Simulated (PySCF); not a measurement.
**Y(OH)3(H2O) at several levels of theory**

Computed with PySCF 2.14.0 (density fitting, no spin-orbit coupling) at the geometry relaxed with PBE0:

```xyz
10
Y(OH)3(H2O) (singlet)
Y     0.0049   -0.3823   -0.1019
O     0.6941    1.5045    0.5651
H     1.3442    2.0971    0.9408
O    -1.4571   -1.2709    0.9890
H    -2.0547   -1.8024    1.5110
O     1.2869   -1.5887   -1.1081
H     1.8326   -2.2574   -1.5177
O    -1.0605    1.4328   -1.2318
H    -0.4599    1.9171   -0.5852
H    -1.9643    1.7206   -1.0632
```

| level | basis | state | HOMO (eV) | gap (eV) | charge on Y1 (e) | dipole about the centre of mass (D) | largest force component (eV/Å) |
| --- | --- | --- | --- | --- | --- | --- | --- |
| PBE0 | Y def2-SVP with ECP28, O def2-SVP, H def2-SVP | singlet | -7.49 | 7.02 | 0.90 | 1.64 | 0.01 |
| B3LYP | the same | singlet | -7.18 | 6.39 | 0.82 | 1.65 | 0.17 |
| CAM-B3LYP | the same | singlet | -8.94 | 9.11 | 0.85 | 1.67 | 0.11 |

Charges are Mulliken's, which hang on the basis. The relaxation used the grid (50, 194), these runs (75, 302) or, all-electron (x2c bases, spin-free X2C Hamiltonian), (99, 590).

What does PBE0 with Y def2-TZVP with ECP28, O def2-TZVP, H def2-TZVP give here?

state singlet, HOMO (eV) -7.77, gap (eV) 7.14, charge on Y1 (e) 1.47, dipole about the centre of mass (D) 1.58, largest force component (eV/Å) 0.20. Time: 14 s on 2 threads of Intel(R) Xeon(R) 6975P-C (Granite Rapids) (shared host), from free ions and atoms.

In the first row's basis the gap widens with exact exchange: 6.4 to 7.0 eV for B3LYP, PBE0 (a fixed share); 9.1 eV for CAM-B3LYP (rising or full at long range).

No frequency check is given that shows the relaxed geometry to be a minimum.
